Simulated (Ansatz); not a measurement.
`CO[B-](OC)(OC)Oc1ccc(F)cc1`, relaxed as a singlet with RKS PBE-D4/def2-SVP in Ansatz, starting from the GFN2-xTB geometry. Force threshold 0.03 eV/Å.

Start:

```
atom   x (Å)   y (Å)   z (Å)
  C1   0.409  -3.194  -0.247
  O2   0.404  -2.365   0.869
  B3   0.547  -0.922   0.589
  O4   1.810  -0.589  -0.094
  C5   2.964  -0.864   0.632
  O6   0.450  -0.164   1.841
  C7  -0.661  -0.421   2.636
  O8  -0.590  -0.572  -0.372
  C9  -0.834   0.643  -0.800
 C10  -1.972   0.840  -1.607
 C11  -2.302   2.088  -2.094
 C12  -1.495   3.164  -1.780
 F13  -1.824   4.410  -2.262
 C14  -0.369   3.014  -0.993
 C15  -0.042   1.765  -0.507
 H16   0.471  -4.231   0.104
 H17  -0.507  -3.071  -0.840
 H18   1.263  -2.982  -0.905
 H19   2.984  -1.906   0.982
 H20   3.824  -0.689  -0.026
 H21   3.047  -0.214   1.513
 H22  -1.597  -0.165   2.117
 H23  -0.578   0.197   3.537
 H24  -0.710  -1.478   2.923
 H25  -2.590  -0.014  -1.841
 H26  -3.177   2.234  -2.712
 H27   0.243   3.875  -0.768
 H28   0.829   1.611   0.106
```

```csv
step,energy (eV),largest force component (eV/Å),SCF passes
1,-21091.6725,1.193,23
2,-21091.8449,0.506,22
3,-21091.8641,0.110,22
4,-21091.8654,0.053,22
5,-21091.8665,0.033,21
6,-21091.8670,0.039,21
7,-21091.8671,0.042,22
8,-21091.8673,0.015,23
```

Force components are those of the run's own axes.

End:

```xyz
28

C     0.446   -3.245   -0.204
O     0.412   -2.373    0.877
B     0.557   -0.948    0.576
O     1.810   -0.618   -0.110
C     2.971   -0.880    0.610
O     0.467   -0.178    1.813
C    -0.668   -0.361    2.595
O    -0.574   -0.595   -0.382
C    -0.834    0.635   -0.803
C    -1.993    0.841   -1.603
C    -2.342    2.110   -2.084
C    -1.534    3.207   -1.767
F    -1.867    4.448   -2.232
C    -0.386    3.044   -0.982
C    -0.034    1.776   -0.503
H     0.391   -4.301    0.157
H    -0.406   -3.091   -0.917
H     1.382   -3.150   -0.815
H     3.082   -1.964    0.881
H     3.864   -0.597    0.002
H     3.023   -0.313    1.574
H    -1.604    0.022    2.108
H    -0.556    0.191    3.559
H    -0.856   -1.437    2.838
H    -2.612   -0.040   -1.835
H    -3.239    2.262   -2.705
H     0.233    3.927   -0.753
H     0.867    1.627    0.106
```

By distances, no bond broke or formed. The bond that changes most is C5–H19, from 1.10 to 1.12 Å (atoms count from 1).

No frequencies were taken in this run, so the end may be a saddle point.

Run time 42 s (4 threads of Arm Neoverse V1 on a shared host).
